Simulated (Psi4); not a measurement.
C$_{4}$H$_{10}$O, triplet, at the geometry of the source list (a higher spin typed on purpose: for a closed-shell molecule this is an excited state); CCSD/STO-3G in Psi4.

Here is a job for Psi4.
```
memory 2 GB

molecule {
0 3
C     2.33990000    0.29140000   -0.07890000
C     0.85370000    0.58230000    0.05270000
O     0.20670000   -0.58960000    0.50070000
C    -1.18120000   -0.45810000    0.70320000
C    -1.99870000   -0.47500000   -0.58790000
H     2.74080000   -0.02680000    0.87880000
H     2.49490000   -0.50500000   -0.80050000
H     2.86400000    1.18340000   -0.41010000
H     0.68380000    1.39660000    0.77700000
H     0.44960000    0.90350000   -0.91850000
H    -1.39240000    0.46320000    1.26820000
H    -1.45480000   -1.31780000    1.32140000
H    -3.05810000   -0.48750000   -0.34760000
H    -1.75520000   -1.36380000   -1.16360000
H    -1.79300000    0.40310000   -1.19500000
}

set {
  basis sto-3g
  reference uhf
}

energy('ccsd')
print_variables()
```

What the program printed (banner, timings and long lists left out):

```
   => Loading Basis Set <=

    Name: STO-3G
    Role: ORBITAL
    Keyword: BASIS

         ---------------------------------------------------------
                                   SCF
               by Justin Turney, Rob Parrish, Andy Simmonett
                          and Daniel G. A. Smith
                              UHF Reference
         ---------------------------------------------------------

  ==> Geometry <==

    Molecular point group: c1
    Full point group: C1

    Geometry (in Angstrom), charge = 0, multiplicity = 3:

       Center              X                  Y                   Z               Mass
    ------------   -----------------  -----------------  -----------------  -----------------
         C            2.296045734865     0.419508796266    -0.193426465423    12.000000000000
         C            0.809845734865     0.710408796266    -0.061826465423    12.000000000000
         O            0.162845734865    -0.461491203734     0.386173534577    15.994914619570
         C           -1.225054265135    -0.329991203734     0.588673534577    12.000000000000
         C           -2.042554265135    -0.346891203734    -0.702426465423    12.000000000000
         H            2.696945734865     0.101308796266     0.764273534577     1.007825032230
         H            2.451045734865    -0.376891203734    -0.915026465423     1.007825032230
         H            2.820145734865     1.311508796266    -0.524626465423     1.007825032230
         H            0.639945734865     1.524708796266     0.662473534577     1.007825032230
         H            0.405745734865     1.031608796266    -1.033026465423     1.007825032230
         H           -1.436254265135     0.591308796266     1.153673534577     1.007825032230
         H           -1.498654265135    -1.189691203734     1.206873534577     1.007825032230
         H           -3.101954265135    -0.359391203734    -0.462126465423     1.007825032230
         H           -1.799054265135    -1.235691203734    -1.278126465423     1.007825032230
         H           -1.836854265135     0.531208796266    -1.309526465423     1.007825032230

  Running in c1 symmetry.

  Rotational constants: A =      0.45476  B =      0.08282  C =      0.07808 [cm^-1]
  Rotational constants: A =  13633.51089  B =   2482.83846  C =   2340.83090 [MHz]
  Nuclear repulsion =  191.824148223377961

  Charge       = 0
  Multiplicity = 3
  Electrons    = 42
  Nalpha       = 22
  Nbeta        = 20

  ==> Algorithm <==

[...]
  @UHF Final Energy:  -228.94131686745624
    Total Energy =                       -228.9413168674562371
[...]
             13   1         0.0077846982
             10  14         0.0068090706
             10   2        -0.0067707969

    Largest TIJAB Amplitudes:
     21  13   2   0        -0.0100252254
     21  10   1   0        -0.0080717967
     21  14   1   0        -0.0078532995
     21  11   4   0        -0.0071701658
     21  17  11   0         0.0071059851
     21   9  10   0        -0.0069621395
     21  19   8   0         0.0066658605
     21  16   7   0         0.0063731208
     21  11  12   0        -0.0063516416
     21  18  12   0         0.0062660562

    Largest Tijab Amplitudes:
     19  16   1   0         0.0091914254
     16  14   1   0        -0.0074101551
     17  10   1   0         0.0069975742
     16  11   1   0        -0.0069214044
     16   5   1   0        -0.0068932834
     12  10   2   0        -0.0064389515
     16  10   2   0        -0.0063299747
     19  12   1   0         0.0062921306
     16  15   2   0         0.0061495457
     14  12   1   0         0.0060166766

    Largest TIjAb Amplitudes:
     21  10   0   1         0.0360366890
     21  11   0   2         0.0264038086
     21  19   0  14        -0.0263254455
     21  18   0   1         0.0195622458
     21  19   0   2         0.0193246393
     21  15   0   1        -0.0185791664
     21  18   0  10        -0.0180811108
     19  18   4   5        -0.0175967628
     21   9   0   7        -0.0171071401
     21  12   0   3        -0.0165913239

    SCF energy       (wfn)                    = -228.941316867456237
    Reference energy (file100)                = -228.941316867455498

    Opposite-spin MP2 correlation energy      =   -0.204890468709742
    Same-spin MP2 correlation energy          =   -0.026735661996682
    Singles MP2 correlation energy            =   -0.000000000000000
    MP2 correlation energy                    =   -0.231626130706424
      * MP2 total energy                      = -229.172942998161915

    Opposite-spin CCSD correlation energy     =   -0.287840581665822
    Same-spin CCSD correlation energy         =   -0.024719024772851
    Singles CCSD correlation energy           =   -0.000000000000000
    CCSD correlation energy                   =   -0.312559606438673
      * CCSD total energy                     = -229.253876473894167

  Variable Map:
  ----------------------------------------------------------------------------
[...]
  Array Variable Map:
  ----------------------------------------------------------------------------
[...]
[...]
```
